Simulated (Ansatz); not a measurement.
`B[CH2][GeH2][Cl]` + `N[SiH2][SiH3]` → `BN[SiH2][SiH3]` + `[CH3][GeH2][Cl]`  (ligand exchange at a B–C bond)

Calculated with Ansatz (gas phase, PBE0-D4/def2-TZVP geometries, no zero-point term in ΔE). CBS: MP2 limit from def2 TZ/QZ plus the TZ coupled-cluster correction, frozen cores. This one scheme is used for every species. Functionals use def2-TZVPP. For Ge outer-core shells are correlated without core-valence functions, which leaves a few kJ/mol of doubt a bond. Scalar relativity is left out up to krypton. Each species was taken in one conformer, which may not be the lowest.

```
           species  ωB97X-V energy (Eh)
`B[CH2][GeH2][Cl]`          -2603.55748
   `N[SiH2][SiH3]`           -637.89560
  `BN[SiH2][SiH3]`           -663.37595
 `[CH3][GeH2][Cl]`          -2578.12439
```

Question: Work out ΔE.

Answer: ΔE = (-663.37595) + (-2578.12439) − (-2603.55748) − (-637.89560) = -0.04726 Eh = -29.7 kcal/mol. CCSD(T)/CBS gives -29.4 kcal/mol.

Largest T1 diagnostic among the species: 0.013.

Leaving LDA and LC-ωPBE aside and taking each functional with its dispersion term where it has one, the values, not all of them listed here, spread over 1.6 kcal/mol, from CAM-B3LYP-D4 to revPBE-D4. LDA lies −1.0 kcal/mol from PBE without D4. At CCSD(T), def2-SVP lies −4.5 kcal/mol from the extrapolated value and def2-TZVPP −0.6 kcal/mol.
